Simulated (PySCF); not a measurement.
**Potential energy of BRh along the bond**

Set-up: PySCF, spin-free X2C with a Gaussian nucleus, basis sets B x2c-TZVPPall, Rh x2c-TZVPPall. Energies in eV from B + Rh (4d8 5s1) in their ground configurations at the same level. State: ¹Σ⁺ (singlet), closed shell.

All columns are PBE0. A positive dipole means B(−)Rh(+).

```csv
R (Å),E (eV),μ (D),Mulliken charge on B (basis-dependent),HOMO (eV),LUMO (eV),Mayer bond order,⟨S²⟩
1.440,-3.718,3.19,-0.24,-6.12,-2.21,2.82,0.00
1.508,-4.499,3.17,-0.23,-6.07,-2.29,2.71,0.00
1.575,-4.934,3.12,-0.22,-6.01,-2.36,2.61,0.00
1.625,-5.089,3.08,-0.20,-5.97,-2.41,2.54,0.00
1.675,-5.130,3.03,-0.18,-5.93,-2.46,2.48,0.00
1.725,-5.083,2.97,-0.16,-5.89,-2.50,2.42,0.00
1.792,-4.917,2.89,-0.12,-5.83,-2.56,2.34,0.00
1.876,-4.594,2.77,-0.07,-5.77,-2.62,2.26,0.00
1.976,-4.108,2.61,-0.03,-5.69,-2.68,2.16,0.00
2.111,-3.392,2.39,-0.01,-5.58,-2.73,2.03,0.00
```

A fit through these points gives, at Re = 1.671 Å, μ = 3.03 D and dμ/dR = -1.06 D/Å; the reduced mass is 9.945 u.

Problem. How strong is the fundamental in the double-harmonic approximation, I = 42.26·(dμ/dR)²/μred km/mol?

Solution. I = 42.26·(-1.06)²/9.945 = 4.77 km/mol at PBE0.

The metal atom is held in its measured ground configuration; semilocal functionals can put another filling of s and d lower by some tenths of an eV, and De to that atom would be smaller. Spin–orbit coupling is left out, which matters for elements this heavy, above all for dissociation energies.
